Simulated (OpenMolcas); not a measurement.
# Si: Slater's ratio, the spin-orbit constant, thermal populations, worked from levels

| Quantity | Value |
| --- | --- |
| Program | OpenMolcas |
| Basis | ANO-R3 [6s5p4d2f1g] |
| Scalar Hamiltonian | X2C, finite nucleus |
| Active space | 2 electrons in 9 orbitals (RAS2 3p; RAS3 3d 4s, at most 1 electron) |
| State averaging | 2S+1 = 3 even, 3 roots; 2S+1 = 1 even, 6 roots; 2S+1 = 3 odd, 3 roots (0 in the spin-orbit step); 2S+1 = 1 odd, 3 roots (0 in the spin-orbit step) |
| Spin-orbit coupling | RASSI with atomic mean-field integrals over the reference wave functions, term energies averaged over their components |

Methods: RASSCF; SS-RASPT2, IPEA 0.25 Eh, imaginary shift 0.1 Eh (closed shells correlated: 2s 2p 3s). Measured levels: NIST Handbook of Basic Atomic Spectroscopic Data.

**Slater's ratio.** With one set of orbitals, p2 has 1D - 3P = 6 F2 and 1S - 1D = 9 F2 (F2 = F²/25), a ratio of 3/2. Term energies are centres of gravity, weighted by 2J + 1.

```
   Source  1D - 3P  1S - 3P  F2 from the first  Ratio
   RASSCF     8654    21364               1442  1.469
SS-RASPT2     6321    19871               1054  2.144
 measured     6149    15245               1025  1.479
```

Energies in cm-1. A ratio away from 3/2 shows effects beyond one configuration with one set of orbitals, and in heavier atoms second-order spin-orbit shifts.

**The spin-orbit constant.** For the Hund term 3P of p2, E(J) = (A/2) J(J+1) + constant and ζ = 2S·A = 2A. From J = 0 to J = 2 the energy changes by 3 A.

| Source | E(2) - E(0) | A | ζ |
| --- | --- | --- | --- |
| RASSCF | 194.4 | 64.8 | 130 |
| SS-RASPT2 | 194.1 | 64.7 | 129 |
| measured | 223.2 | 74.4 | 149 |

All in cm-1. SS-RASPT2 is off by -13.0 % and RASSCF by -12.9 %. Both methods take the spin-orbit matrix elements from the reference wave functions, so the second can move ζ only through the term energies and any multistate remixing. Second-order mixing with other terms is absorbed into this ζ.

**Thermal populations.** Z = Σ (2J + 1) exp(-E/kT) with k = 0.695035 cm-1/K, over the levels below. No other level of either list lies under 33300 cm-1, which is above 7 kT at each temperature.

```
      Level  2J + 1  SS-RASPT2  measured
3s2 3p2 3P0       1        0.0       0.0
3s2 3p2 3P1       3       66.2      77.1
3s2 3p2 3P2       5        194       223
3s2 3p2 1D2       5       6450      6299
3s2 3p2 1S0       1      20000     15394
```

```csv
T (K),"Z, SS-RASPT2","Z, measured levels","Ground level (%), SS-RASPT2","Ground level (%), measured levels"
2000,8.257,8.151,12.1,12.3
3000,8.689,8.628,11.5,11.6
5000,9.457,9.451,10.6,10.6
```

At 5000 K, kT = 3475 cm-1, and the computed levels give Z = 1.000 + 2.943 + 4.729 + 0.781 + 0.003 = 9.457.

CASPT2 breaks the degeneracy within a term, and the mean is taken; among the terms shown or strongly mixed into the levels shown the widest spread is 96 cm-1 (3s2 3p2 1D, SS-RASPT2). With the s shell closed, the reference lacks s² → p² mixing. No level of 3s2 3p 4s was computed, though it lies in the active space. Without dynamic correlation excited terms often stand tens of per cent too high (terms of higher spin than the ground term too low), and those without a measured partner can miss by more than the paired ones (holds for RASSCF). Some terms miss by over 15 % even with CASPT2, which points to a basis or an active space too small for the shells correlated (holds for SS-RASPT2). Measured partners are found by configuration, term and J. A level has none where our copy of the source lacks it or the pairing is in doubt (some pairs that miss far off the trend of their configuration count as doubtful), and it then counts in no deviation. Levels of configurations outside the active space are missing.
